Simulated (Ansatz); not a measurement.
Ag4H4. Charge 0, multiplicity 1. Geometry r2SCAN-D4/def2-SVP; atoms count from 1.

Cartesian coordinates in Å:
```
Ag 1.831 -0.484 -0.158
Ag -0.496 -1.828 -0.153
Ag 0.496 1.828 0.153
Ag -1.831 0.484 0.158
H 2.177 1.258 -0.006
H -1.249 2.163 0.293
H -2.178 -1.257 0.002
H 1.249 -2.163 -0.289
```

In the def2 sets Ag takes a core potential; there is no spin–orbit coupling. The structure comes from a short search, and lower isomers may exist.

(1) Estimate the Mulliken populations from the PBE0/def2-TZVP orbitals of Ansatz.

(2) And the Mayer bond orders between bonded heavy atoms (over 0.3)?

## Answers

(1) 
```
atom  charge (e)  d electrons
 Ag1        0.05         9.84
 Ag2        0.05         9.84
 Ag3        0.05         9.84
 Ag4        0.05         9.84
  H5       -0.05            –
  H6       -0.05            –
  H7       -0.05            –
  H8       -0.05            –
```
Mulliken values and Mayer orders depend strongly on the basis.

(2) Ag1–Ag2 0.37 (2.69 Å); Ag1–Ag3 0.37 (2.69 Å); Ag2–Ag4 0.37 (2.69 Å); Ag3–Ag4 0.37 (2.69 Å).
